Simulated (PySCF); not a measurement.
C7H12BN.
SMILES: `C[NH2+][BH2-]c1ccccc1`

Torsions of this conformer, `[CH3:1][NH2+:2][BH2-:3][c:4]1[cH:5][cH:6][cH:7][cH:8][cH:9]1`: C1–N2–B3–C4 -65°, N2–B3–C4–C5 105°.

The closed-shell ground state was solved at several levels (PySCF, density fitting, gas phase, non-relativistic). Geometry: PBE0-D3(BJ)/def2-SVP, one conformer, isolated molecule.

| level | basis functions | total energy (Eh) | HOMO (eV) | LUMO (eV) | gap (eV) | dipole (D) |
| --- | --- | --- | --- | --- | --- | --- |
| PBE0/def2-SVPD | 276 | -352.9166 | -6.62 | -0.17 | 6.45 | 5.10 |
| PBE0/pcSseg-1 | 213 | -353.1053 | -6.60 | 0.04 | 6.64 | 5.38 |

(1) What might CAM-B3LYP/pcSseg-1 (213 basis functions) give for the same quantities?

(2) Over all these levels, which gives the widest orbital gap and which the narrowest?

(3) How far do the dipole and the HOMO energy spread over the levels?

## Answers

(1) Total energy -353.3365 Eh, HOMO -7.77 eV, LUMO 1.05 eV, gap 8.82 eV, dipole 5.41 D.

(2) CAM-B3LYP/pcSseg-1 (range-separated hybrid) has the widest, 8.82 eV, and PBE0/def2-SVPD (global hybrid, 25 % exact exchange) the narrowest, 6.45 eV. Functional and basis both differ between the two, so the spread mixes both effects.

(3) The dipole runs from 5.10 to 5.41 D (mean 5.30 D) and the HOMO from -7.77 to -6.60 eV.
